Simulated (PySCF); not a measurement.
**Computed properties of C3H5BN2O, SMILES NB1C=CN=CO1**

C3H5BN2O, SMILES NB1C=CN=CO1. Geometry: TPSSh-D3(BJ)/def2-SVP. The structure was generated by enumeration, and PubChem lists no compound with its InChIKey, so it may never have been made. The values are those of a single conformer. All values are computed for the isolated molecule unless a solvent is named; none is compared with measurement here.

**Structure.** The optimised structure has Cs symmetry. All 30 harmonic modes at TPSSh-D3(BJ)/def2-SVP (PySCF) are real, so it is a minimum. With heavy atoms numbered as in [NH2:1][B:2]1[CH:3]=[CH:4][N:5]=[CH:6][O:7]1, the shortest bond between them is N5–C6 at 1.285 Å and the longest B2–C3 at 1.535 Å.

**Vibrations.** The strongest infrared lines (harmonic, unscaled, degenerate partners summed) lie at 1673 cm⁻¹ (291 km/mol, C 61 %, N 27 %), 1609 cm⁻¹ (266 km/mol, H 53 %, N 23 %, B 14 %, C 10 %), 385 cm⁻¹ (184 km/mol, H 81 %, N 18 %). The softest mode is at 149 cm⁻¹ and the zero-point energy is 57.0 kcal/mol.

**Electronic structure.** M06-2X/def2-TZVP (PySCF) places the frontier levels at -8.03 and -0.23 eV, a gap of 7.80 eV, and gives a dipole moment of 2.47 D and a mean polarisability of 63.2 bohr³. PBE/def2-TZVP (PySCF) at the same geometry gives -5.77 and -2.04 eV, so its gap is 4.07 eV narrower. An orbital gap is neither the optical nor the fundamental gap.

**Excitations.** TDDFT-PBE0/def2-SVPD (PySCF) has S1 at 4.85 eV (255 nm, f = 0.001, dark); the most intense of the 10 singlets computed lies at 5.00 eV (f = 0.12). T1 (TDA) is at 3.30 eV. TDDFT-PBE/def2-SVPD (PySCF) puts S1 at 4.19 eV. No vertical singlet excitation falls in the visible range (under 3.1 eV).

**NMR.** GIAO shifts at KT2/pcSseg-1 (PySCF) (non-relativistic, atoms alike by connectivity averaged): ¹³C from 113.5 to 154.1 ppm against TMS; ¹H from 2.9 to 7.8 ppm against TMS; ¹¹B at 12.9 ppm against BF3.
